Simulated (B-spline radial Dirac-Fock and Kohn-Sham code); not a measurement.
The computed values come from a radial finite-basis atomic code: multi-electron Dirac-Fock with separately optimised hole states, Breit and Lamb-shift corrections added in first order. Free neutral atoms.

Problem. Order these X-ray lines by photon energy, lowest first.
A. Nb Lη
B. Au Mζ2
C. Ni Lβ3
D. Tl Mζ1
E. Br Lη
F. Zr Lη

Solution. C (944.3 eV), E (1337.3 eV), B (1643.6 eV), D (1774.1 eV), F (1874.4 eV), A (1994.4 eV).
